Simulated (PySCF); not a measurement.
BiH₃, SMILES [BiH3].

Coordinates come from a B3LYP-D3(BJ)/def2-TZVPD optimisation. The def2 effective core potentials stand for the cores of Bi; spin–orbit coupling is left out.

Calculation: PySCF 2.14.0 with B3LYP-D3(BJ)/def2-TZVPD.

Frequencies are harmonic and unscaled.

Modes within 1.5 cm⁻¹ of each other (mostly degenerate sets) share a row, with their intensities summed.

**Question.** Estimate the vibrational spectrum. (Estimate from the structure and the level; the computed values follow.)

**Answer.** 
| mode | ν (cm⁻¹) | IR (km/mol) | moving atoms (share of kinetic energy) |
|---|---|---|---|
| 1 | 758 | 44.7 | H 99 % |
| 2–3 | 771 | 24.5 | H 100 % |
| 4 | 1793 | 208.8 | H 100 % |
| 5–6 | 1801 | 493.0 | H 100 % |
